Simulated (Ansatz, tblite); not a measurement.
Cost and result up the ladder for `c1ccc(-c2ccc(-c3ccc(-c4cccnc4)nc3)nc2)nc1` (38 atoms). The state is a singlet with charge 0. Geometry: PBE-D4/def2-SVP.

```xyz
38

C    -6.666   -1.764    3.347
C    -6.348   -2.342    2.110
C    -5.130   -2.018    1.502
C    -4.254   -1.117    2.150
C    -2.945   -0.722    1.572
C    -2.109    0.182    2.260
C    -0.881    0.549    1.712
C    -0.487    0.007    0.466
C     0.801    0.347   -0.182
C     1.747    1.234    0.371
C     2.936    1.497   -0.310
C     3.179    0.868   -1.552
C     4.418    1.095   -2.338
C     4.597    0.434   -3.573
C     5.767    0.655   -4.304
C     6.731    1.534   -3.781
N     6.585    2.174   -2.610
C     5.459    1.955   -1.918
N     2.275    0.017   -2.088
C     1.142   -0.229   -1.432
N    -1.286   -0.860   -0.197
C    -2.457   -1.204    0.335
N    -4.569   -0.563    3.343
C    -5.735   -0.879    3.915
H    -7.612   -1.991    3.862
H    -7.042   -3.041    1.620
H    -4.867   -2.464    0.533
H    -2.457    0.577    3.226
H    -0.234    1.253    2.253
H     1.564    1.726    1.338
H     3.669    2.189    0.127
H     3.800   -0.239   -3.920
H     5.935    0.154   -5.270
H     7.667    1.730   -4.335
H     5.380    2.501   -0.962
H     0.426   -0.928   -1.895
H    -3.054   -1.915   -0.263
H    -5.947   -0.400    4.888
```

Ansatz on 2 threads of AMD EPYC 7R13 on a shared host and a share (18 GiB) of an NVIDIA H100 80GB HBM3; xTB runs through tblite on one thread. Times are rough, summed over both states, and most runs start from the orbitals of an earlier one. PBE0-D4/def2-TZVP serves as the yardstick here, not as an exact answer. The other state is a doublet.

The xTB rows come from tblite. Single mean-field runs in def2-TZVP are fitted with def2-universal-jkfit. HOMO above LUMO, or a gap near zero within one spin, warns that the state may not be the lowest or that an electron is smeared out.

Raw xTB energies of ions are shifted by several eV.

| level | functions | wall time | vertical IE (eV) | difference from PBE0-D4/def2-TZVP (eV) | remarks |
| --- | --- | --- | --- | --- | --- |
| GFN2-xTB | 110 | 0.16 s | 11.78 | 4.20 | – |
| GFN1-xTB | 124 | 0.22 s | 12.98 | 5.41 | – |
| PBE0-D4/def2-TZVP | 828 | 28 s | 7.57 | 0.00 | – |
| PBE-D4/def2-TZVP | 828 | 34 s | 7.35 | -0.22 | gap within one spin near zero (+1 doublet) |
